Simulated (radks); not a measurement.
The numbers below are computed, except where a source is named.
Problem. The mean radii <r> (bohr) of the occupied orbitals of an atom or ion are listed with their occupations. Level of theory: scalar-relativistic Kohn-Sham, PBE, spin-polarised, spherical densities, finite nucleus; Fermi nuclear charge, rms radius of each element as measured or else 0.836 A^(1/3) + 0.57 fm (a radial shooting solver on a logarithmic mesh with Libxc functionals).

orbital  occ.      <r>
1s          2  0.02972
2s          2   0.1273
2p          6   0.1110
3s          2   0.3172
3p          6   0.3090

Name the element and its charge. Open shells, if any, are filled with parallel spins first.

Solution. Z = 49, indium, charge +31: In31+ in [Ar]. The 1s radius gives Z: for a bare nucleus <r> = (2 gamma + 1)/(2Z) with gamma = sqrt(1 - (Z/c)^2), 0.02926 bohr for Z = 49, and screening makes it slightly larger (0.02972 here). The occupations add up to 18, and the charge is Z minus that.
